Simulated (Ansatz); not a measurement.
CuI₂, 3 atoms. Hardware: 4 threads of Intel Xeon Platinum 8488C on a shared host.

In the def2 sets I takes a core potential; there is no spin–orbit coupling.

Task: How many basis functions does each of these Ansatz runs have, and roughly what does it cost? PBE0-D4/def2-TZVPD, charge 0 doublet, energy, from earlier orbitals; PBE0-D4/def2-SVP, charge 1 triplet at the geometry of the charge 0 doublet, energy with a search over starts; PBE0-D4/def2-SVP, charge 0 doublet, energy with a search over starts; r2SCAN-D4/def2-TZVP, charge 0 doublet, energy, from earlier orbitals; PBE-D4/def2-TZVP, charge 0 doublet, energy, from earlier orbitals; PBE0-D4/def2-TZVPD, charge -1 triplet at the geometry of the charge 0 doublet, energy; PBE-D4/def2-TZVP, charge 1 triplet at the geometry of the charge 0 doublet, energy, from earlier orbitals; r2SCAN-D4/def2-TZVPD, charge -1 triplet at the geometry of the charge 0 doublet, energy, from earlier orbitals; r2SCAN0-D4/def2-TZVP, charge 0 doublet, energy, from earlier orbitals; PBE-D4/def2-TZVPD, charge -1 singlet at the geometry of the charge 0 doublet, energy, from earlier orbitals; PBE-D4/def2-TZVP, charge 1 singlet at the geometry of the charge 0 doublet, energy, from earlier orbitals; BLYP-D4/def2-TZVP, charge 0 doublet, energy, from earlier orbitals.

Result: Other jobs shared the machine, so times can vary by a factor of up to 3. A dash marks memory too small to be measured apart from the calling script's.

```json
{"run": "PBE-D4/def2-TZVPD, charge -1 singlet at the geometry of the charge 0 doublet, energy, from earlier orbitals", "functions": "166", "fitting or Cholesky vectors": "1297", "wall time": "0.95 s", "peak host memory (GiB)": "–"}
{"run": "PBE-D4/def2-TZVP, charge 1 triplet at the geometry of the charge 0 doublet, energy, from earlier orbitals", "functions": "145", "fitting or Cholesky vectors": "1187", "wall time": "1.6 s", "peak host memory (GiB)": "–"}
{"run": "PBE-D4/def2-TZVP, charge 1 singlet at the geometry of the charge 0 doublet, energy, from earlier orbitals", "functions": "145", "fitting or Cholesky vectors": "1187", "wall time": "3 s", "peak host memory (GiB)": "–"}
{"run": "PBE-D4/def2-TZVP, charge 0 doublet, energy, from earlier orbitals", "functions": "145", "fitting or Cholesky vectors": "1187", "wall time": "5.5 s", "peak host memory (GiB)": "–"}
{"run": "BLYP-D4/def2-TZVP, charge 0 doublet, energy, from earlier orbitals", "functions": "145", "fitting or Cholesky vectors": "1187", "wall time": "5.5 s", "peak host memory (GiB)": "–"}
{"run": "PBE0-D4/def2-SVP, charge 1 triplet at the geometry of the charge 0 doublet, energy with a search over starts", "functions": "83", "fitting or Cholesky vectors": "1018", "wall time": "11 s", "peak host memory (GiB)": "–"}
{"run": "r2SCAN-D4/def2-TZVP, charge 0 doublet, energy, from earlier orbitals", "functions": "145", "fitting or Cholesky vectors": "1187", "wall time": "12 s", "peak host memory (GiB)": "–"}
{"run": "PBE0-D4/def2-SVP, charge 0 doublet, energy with a search over starts", "functions": "83", "fitting or Cholesky vectors": "1018", "wall time": "15 s", "peak host memory (GiB)": "–"}
{"run": "PBE0-D4/def2-TZVPD, charge 0 doublet, energy, from earlier orbitals", "functions": "166", "fitting or Cholesky vectors": "1466", "wall time": "17 s", "peak host memory (GiB)": "1"}
{"run": "r2SCAN-D4/def2-TZVPD, charge -1 triplet at the geometry of the charge 0 doublet, energy, from earlier orbitals", "functions": "166", "fitting or Cholesky vectors": "1297", "wall time": "21 s", "peak host memory (GiB)": "–"}
{"run": "r2SCAN0-D4/def2-TZVP, charge 0 doublet, energy, from earlier orbitals", "functions": "145", "fitting or Cholesky vectors": "1433", "wall time": "29 s", "peak host memory (GiB)": "0.89"}
{"run": "PBE0-D4/def2-TZVPD, charge -1 triplet at the geometry of the charge 0 doublet, energy", "functions": "166", "fitting or Cholesky vectors": "1466", "wall time": "36 s", "peak host memory (GiB)": "1.1"}
```
